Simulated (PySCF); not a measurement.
# Computed properties of C₅H₉N, SMILES NC[C@H](C)C#C

C5H9N, SMILES C#C[C@@H](C)CN. Geometry optimised at PBE0-D3(BJ)/def2-SVP. The structure was generated by enumeration; whether it is a known compound was not checked. The values are those of a single conformer. All values are computed for the isolated molecule unless a solvent is named; none is compared with measurement here.

**Structure.** All 39 harmonic modes at PBE0-D3(BJ)/def2-SVP (PySCF) are real, so it is a minimum. With heavy atoms numbered as in [CH:1]#[C:2][C@@H:3]([CH3:4])[CH2:5][NH2:6], the shortest bond between them is C1–C2 at 1.212 Å and the longest C3–C5 at 1.538 Å.

**Vibrations.** The strongest infrared lines (harmonic, unscaled, degenerate partners summed) lie at 836 cm⁻¹ (120 km/mol, H 82 %, N 13 %), 2979 cm⁻¹ (78 km/mol, H 94 %), 3490 cm⁻¹ (75 km/mol, H 86 %, C 14 %). The softest mode is at 118 cm⁻¹ and the zero-point energy is 82.5 kcal/mol.

**Electronic structure.** HF/def2-TZVP (PySCF) places the frontier levels at -10.30 and 3.56 eV, a gap of 13.86 eV, and gives a dipole moment of 1.25 D and a mean polarisability of 63.0 bohr³. PBE/def2-TZVP (PySCF) at the same geometry gives -5.43 and -0.07 eV, so its gap is 8.50 eV narrower. An orbital gap is neither the optical nor the fundamental gap.

**Excitations.** TDA-CAM-B3LYP/def2-SVPD (PySCF) has S1 at 6.45 eV (192 nm, f = 0.005, weak); the most intense of the 10 singlets computed lies at 7.57 eV (f = 0.08). T1 (TDA) is at 5.37 eV, 1.08 eV under S1. TDA-PBE/def2-SVPD (PySCF) puts S1 at 5.31 eV. No vertical singlet excitation falls in the visible range (under 3.1 eV).

**NMR.** GIAO shifts at PBE0/pcSseg-1 (PySCF) (non-relativistic, atoms alike by connectivity averaged): ¹³C from 21.1 to 93.3 ppm against TMS; ¹H from 0.7 to 3.0 ppm against TMS.
